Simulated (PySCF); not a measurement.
Computed IR spectrum (relative IR intensity) of a molecule CH₇ClOSi₂. Coordinates come from a B3LYP-D3(BJ)/def2-SVP optimisation. One conformer was computed; it need not be the lowest. Level of theory: B3LYP-D3(BJ)/def2-SVP (PySCF 2.14.0). Frequencies are harmonic and unscaled.

```
ν (cm⁻¹)  relative intensity
--------  ------------------
528                       11
565                      6.4
641                       11
736                      5.2
781                      8.6
865                       10
907                      100
932                       11
946                       12
956                      5.2
969                       30
1134                      47
1266                     5.3
2219                      19
2229                      12
2238                      20
2249                      26
2292                      21
3015                     4.6
3075                     2.4
```

### Question
Pick the molecule that these values belong to.
(A) C[Si@H](Cl)O[SiH3]
(B) [SiH3]OC[SiH2]Cl
(C) [SiH3]CO[SiH2]Cl
(D) C[Si@@H](O)[SiH2]Cl

### Answer
C, [SiH3]CO[SiH2]Cl
